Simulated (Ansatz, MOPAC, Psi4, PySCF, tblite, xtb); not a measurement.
Dimer F2Mg ··· H4OSi (SMILES [F][Mg][F] and O[SiH3]) at R = 3.05 Å between the centres of mass, closest contact 2.01 Å (lowest of the rigid-body minima from ten starts at GFN2-xTB). Geometry in Å and degrees:

```
O
H 1 0.9599
Si 1 1.6525 2 118.64
H 3 1.4758 1 105.84 2 -179.96
H 3 1.4841 4 109.87 1 120.65
H 3 1.4842 4 109.87 5 118.69
F 2 2.0136 1 113.76 3 -177.88
Mg 7 1.7502 2 72.42 1 -5.59
F 8 1.7502 1 95.43 2 175.14
```

GFN2-xTB (tblite); SAPT0/jun-cc-pVDZ, frozen core (Psi4); B3LYP/def2-TZVP, counterpoise-corrected (Psi4); B3LYP-D3(BJ)/def2-TZVP, counterpoise-corrected (Psi4); PBE/def2-TZVP, counterpoise-corrected (Psi4); PBE-D3(BJ)/def2-TZVP, counterpoise-corrected (Psi4); wB97M-V/def2-TZVP, counterpoise-corrected (Psi4); HF/aug-cc-pVTZ, counterpoise-corrected (Psi4); MP2/aug-cc-pVTZ = Psi4 with DF-MP2/aug-cc-pVTZ, frozen core, counterpoise-corrected; SCS-MP2/aug-cc-pVTZ = DF-SCS-MP2/aug-cc-pVTZ, frozen core, counterpoise-corrected in Psi4; RHF/aug-cc-pVDZ, counterpoise-corrected (Ansatz, a first-principles code); MP2/aug-cc-pVDZ = MP2 on RHF/aug-cc-pVDZ, frozen core, counterpoise-corrected in Ansatz; CCSD/aug-cc-pVDZ = CCSD on RHF/aug-cc-pVDZ, frozen core, counterpoise-corrected run with Ansatz; CCSD(T)/aug-cc-pVDZ = CCSD(T) on RHF/aug-cc-pVDZ, frozen core, counterpoise-corrected run with Ansatz; PM3, restricted, heats of formation (MOPAC); PM7, restricted, heats of formation (MOPAC); GFN1-xTB (xtb); RKS-B3LYP/6-31G* = PySCF with restricted B3LYP/6-31G*, spherical d, no counterpoise correction; RKS-BP86/6-31G* = PySCF with restricted BP86/6-31G*, spherical d, no counterpoise correction; RHF/LANL2DZ = restricted Hartree-Fock/LANL2DZ, with its core potentials past Ne, no counterpoise correction (PySCF); RKS-LDA (SVWN5)/6-31G* = restricted LDA (SVWN5)/6-31G*, spherical d, no counterpoise correction in PySCF.

**Question.** What interaction energy does each level give?

**Answer.** 
```
method                  E_int / kJ/mol
----------------------  --------------
GFN2-xTB                       -132.50
RHF/LANL2DZ                    -125.95
RKS-LDA (SVWN5)/6-31G*         -119.48
RKS-B3LYP/6-31G*                -87.61
SAPT0/jun-cc-pVDZ               -85.52
GFN1-xTB                        -82.33
B3LYP-D3(BJ)/def2-TZVP          -79.41
RKS-BP86/6-31G*                 -77.81
wB97M-V/def2-TZVP               -77.12
PM3                             -76.99
HF/aug-cc-pVTZ                  -72.91
PBE-D3(BJ)/def2-TZVP            -70.74
MP2/aug-cc-pVTZ                 -69.29
RHF/aug-cc-pVDZ                 -68.71
B3LYP/def2-TZVP                 -66.97
SCS-MP2/aug-cc-pVTZ             -66.90
CCSD/aug-cc-pVDZ                -64.36
PBE/def2-TZVP                   -64.07
CCSD(T)/aug-cc-pVDZ             -64.07
MP2/aug-cc-pVDZ                 -61.69
PM7                             -55.65
```
